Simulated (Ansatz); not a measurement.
`[SiH2]B([SiH3])[SiH3]`• → B• + 8 H• + 3 Si•  (atomization)

Calculated with Ansatz (gas phase, PBE0-D4/def2-TZVP geometries, no zero-point term in ΔE). CBS: MP2 limit from def2 TZ/QZ plus the TZ coupled-cluster correction, frozen cores. This one scheme is used for every species, atoms too. DFT in def2-TZVPP. B3LYP here is the variant with VWN-RPA as its local correlation; programs differ in this. HSE06 is defined as in plane-wave codes. Open shells (•) are unrestricted, without spin–orbit coupling. Spin–orbit coupling would lower the free atoms: a little for B, Si.

```
              level  ΔE (kcal/mol)  difference from CCSD(T)/CBS
        LDA (SPW92)          915.2                         88.3
             PBE-D4          825.4                         -1.5
          revPBE-D4          815.7                        -11.2
            BLYP-D4          821.3                         -5.6
           HSE06-D4          825.3                         -1.6
           BHLYP-D4          826.1                         -0.8
       CAM-B3LYP-D4          832.8                          5.9
            ωB97X-V          837.0                         10.1
            ωB97M-V          829.4                          2.5
             B2PLYP          816.7                        -10.2
               BLYP          806.0                        -20.9
             r2SCAN          834.2                          7.3
               PBE0          818.8                         -8.1
              B3LYP          820.5                         -6.4
            r2SCAN0          828.9                          2.0
              BHLYP          816.0                        -10.9
          CAM-B3LYP          826.3                         -0.6
        HF/def2-SVP          638.6                       -188.3
      CCSD/def2-SVP          771.6                        -55.3
   CCSD(T)/def2-SVP          777.7                        -49.2
      HF/def2-TZVPP          640.9                       -186.0
     MP2/def2-TZVPP          799.9                        -27.0
 SCS-MP2/def2-TZVPP          808.5                        -18.4
 CCSD(T)/def2-TZVPP          807.8                        -19.1
      HF/def2-QZVPP          642.0                       -184.9
     MP2/def2-QZVPP          811.3                        -15.6
 SCS-MP2/def2-QZVPP          821.5                         -5.4
       HF/CBS(def2)          642.2                       -184.7
      MP2/CBS(def2)          819.0                         -7.9
     CCSD/CBS(def2)          819.6                         -7.3
     HF/cc-pV(D+d)Z          630.9                       -196.0
    MP2/cc-pV(D+d)Z          759.4                        -67.5
     HF/cc-pV(T+d)Z          639.8                       -187.1
    MP2/cc-pV(T+d)Z          797.6                        -29.3
   CCSD/cc-pV(T+d)Z          798.1                        -28.8
CCSD(T)/cc-pV(T+d)Z          805.5                        -21.4
     HF/cc-pV(Q+d)Z          642.1                       -184.8
         HF/CBS(cc)          642.8                       -184.1
        MP2/CBS(cc)          820.1                         -6.8
    CCSD(T)/CBS(cc)          828.0                          1.1
        CCSD(T)/CBS          826.9                            0
```

Largest T1 diagnostic among the species: 0.016.

From BLYP to BHLYP (50 % exact exchange), in def2-TZVPP and without D4, ΔE moves by +9.9 kcal/mol. In def2-TZVPP, CCSD(T) changes the Hartree–Fock value by +166.9 kcal/mol (the triples alone add +7.4 kcal/mol) and MP2 by +159.0 kcal/mol; breaking electron pairs costs correlation energy, which Hartree–Fock lacks.

For atomizations the MP2-based limit and the directly extrapolated one differ by several kJ/mol either way, and by 10 to 25 for some Ge, Se and Sn compounds, so smaller differences from it don't rank the levels.
